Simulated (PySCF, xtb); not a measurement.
Bi(H)(Me)2 (C2H7Bi), SMILES [CH3][BiH][CH3].

xtb with GFN2-xTB at its own geometry gives an orbital gap of 6.81 eV and a dipole moment of 1.86 D.

Geometry optimised at B3LYP-D3(BJ)/def2-SVP. The def2 effective core potentials stand for the cores of Bi; spin–orbit coupling is left out.

### Question
What does PBE0/def2-TZVPD in PySCF give? (The exact figures need the calculation; the answer reports its results.)

### Answer
gap 6.56 eV (levels -6.88 and -0.32 eV), dipole 0.73 D.
